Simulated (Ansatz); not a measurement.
Geometry optimisation, RHF/6-31G (Ansatz).

input.yaml

```yaml
crystal:
  periodic: [false, false, false]
  atoms:
    - { symbol: "N", position_ang: [-1.3207, 1.0521, 0.2308] }
    - { symbol: Al, position_ang: [0.2669, 0.1728, 0.553] }
    - { symbol: B, position_ang: [0.7537, -1.4575, -0.6102] }
    - { symbol: F, position_ang: [-0.0192, -1.8943, -1.6549] }
    - { symbol: H, position_ang: [-1.3935, 1.9052, 0.8535] }
    - { symbol: H, position_ang: [-1.3053, 1.4994, -0.7504] }
    - { symbol: H, position_ang: [1.2707, 0.6762, 1.7215] }
    - { symbol: H, position_ang: [1.8396, -2.0111, -0.3992] }
basis:
  gaussian: { orbitals: "6-31G" }
hamiltonian:
  xc: hf
relax:
  f_tol: 0.015
  max_steps: 40
```

Run as:

```bash
$ ansatz run input.yaml --threads 1 --pin off --max-ram 2048MiB --backend cpu --events-out ev --progress --plain --runs-dir out
```

Question: Where does it end, and by what steps?

Answer: The forces met the threshold. Limits of this set-up: no polarisation functions. After 9 steps the energy has fallen by 1.036 eV; H6 moved furthest, 0.49 Å.

```json
{"step": "0", "energy less start (eV)": "0.0000", "largest force component (eV/Å)": "4.071", "accepted": "yes"}
{"step": "1", "energy less start (eV)": "-0.5579", "largest force component (eV/Å)": "3.046", "accepted": "yes"}
{"step": "2", "energy less start (eV)": "-0.8775", "largest force component (eV/Å)": "1.153", "accepted": "yes"}
{"step": "3", "energy less start (eV)": "-1.0079", "largest force component (eV/Å)": "0.376", "accepted": "yes"}
{"step": "4", "energy less start (eV)": "-1.0210", "largest force component (eV/Å)": "0.215", "accepted": "yes"}
{"step": "5", "energy less start (eV)": "-1.0322", "largest force component (eV/Å)": "0.070", "accepted": "yes"}
{"step": "6", "energy less start (eV)": "-1.0308", "largest force component (eV/Å)": "0.183", "accepted": "no"}
{"step": "7", "energy less start (eV)": "-1.0342", "largest force component (eV/Å)": "0.118", "accepted": "yes"}
{"step": "8", "energy less start (eV)": "-1.0356", "largest force component (eV/Å)": "0.020", "accepted": "yes"}
{"step": "9", "energy less start (eV)": "-1.0356", "largest force component (eV/Å)": "0.014", "accepted": "yes"}
```

```xyz
8
Properties=species:S:1:pos:R:3
N -1.043 1.275 0.169
Al 0.332 0.232 0.637
B 0.849 -1.447 -0.651
F -0.049 -1.846 -1.617
H -1.348 2.074 0.682
H -1.612 1.129 -0.637
H 1.113 0.613 1.983
H 1.850 -2.087 -0.623
```

Whether the end is a true minimum wasn't checked by a vibrational analysis.

The run took 34 s on 1 thread of Intel(R) Xeon(R) Processor @ 2.50GHz (Skylake/Cascade Lake), with other jobs on the host, peak memory 0.14 GiB.
